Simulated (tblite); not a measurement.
Compound: C6H13O2P.
Atom-mapped SMILES: `[CH2:1]=[CH:2][CH2:3][P@@H:4](=[O:5])[CH2:6][CH2:7][O:8][CH3:9]` (hydrogens: H10, H11 on C1; H12 on C2; H13, H14 on C3; H15 on P4; H16, H17 on C6; H18, H19 on C7; H20, H21, H22 on C9)

Structure optimised with GFN2-xTB, isolated species.

(1) List the bond lengths, angles and torsions at this level.

Results:

(1) 
```
                  bond  length (Å)   order
                 C1=C2       1.321  double
                 C2–C3       1.486  single
                 C3–P4       1.845  single
                 P4=O5       1.464  double
                 P4–C6       1.840  single
                 C6–C7       1.516  single
                 C7–O8       1.409  single
                 O8–C9       1.406  single
                C1–H10       1.078  single
                C1–H11       1.077  single
                C2–H12       1.082  single
                C3–H13       1.094  single
                C3–H14       1.094  single
                P4–H15       1.386  single
                C6–H16       1.091  single
                C6–H17       1.088  single
                C7–H18       1.100  single
                C7–H19       1.099  single
C9–H20, C9–H21, C9–H22       1.093  single
```

Bonds in one row agree within 0.01 Å and their mean is given. Orders are formal, as drawn. A selection of angles:
```
     angle  degrees
 C2–C1–H10    121.7
 C2–C1–H11    122.0
H10–C1–H11    116.3
  C1–C2–C3    124.4
 C1–C2–H12    120.2
 C3–C2–H12    115.4
  C2–C3–P4    112.3
 C2–C3–H13    111.5
 C2–C3–H14    111.9
 P4–C3–H13    105.9
 P4–C3–H14    106.7
H13–C3–H14    108.1
  C3–P4–O5    112.6
  C3–P4–C6    104.1
 C3–P4–H15    102.4
  O5–P4–C6    114.4
 O5–P4–H15    116.0
 C6–P4–H15    106.0
  P4–C6–C7    102.0
 P4–C6–H16    110.1
 P4–C6–H17    110.5
 C7–C6–H16    112.4
 C7–C6–H17    111.8
H16–C6–H17    109.8
  C6–C7–O8    103.9
 C6–C7–H18    113.5
 C6–C7–H19    109.5
 O8–C7–H18    111.0
 O8–C7–H19    109.9
H18–C7–H19    108.9
  C7–O8–C9    114.2
 O8–C9–H20    110.9
 O8–C9–H22    106.6
H20–C9–H21    109.3
```

Dihedral angles: C1–C2–C3–P4 108° (anticlinal); C2–C3–P4–O5 179° (antiperiplanar); C3–P4–C6–C7 -174° (antiperiplanar); P4–C6–C7–O8 -43° (synclinal); C6–C7–O8–C9 163° (antiperiplanar).

The C–C distances run from 1.321 Å (C1=C2, drawn double) to 1.516 Å (C6–C7, drawn single), a spread of 0.195 Å. O8 (ether oxygen) is bent (angle 114.2°). P4 (phosphoryl phosphorus) is distorted tetrahedral (angles from 102.4° to 116.0°). Of the pairs four or more bonds apart, O8···H15 is among the closest relative to their van der Waals radii: 2.42 Å, 89 % of the sum of Bondi's values.

Point group: C1 (no symmetry element, even within 0.4 Å). Its GFN2-xTB frequencies are all real (lowest 42 cm⁻¹). The numbers are those of one conformer. 3 starts were optimised and ended at 0.00, 0.76 and 4.03 kcal/mol (GFN2-xTB); the lowest of these is shown.

Run on one thread, Arm Neoverse V1 (shared host). This is the geometry optimisation.

These are computed values.
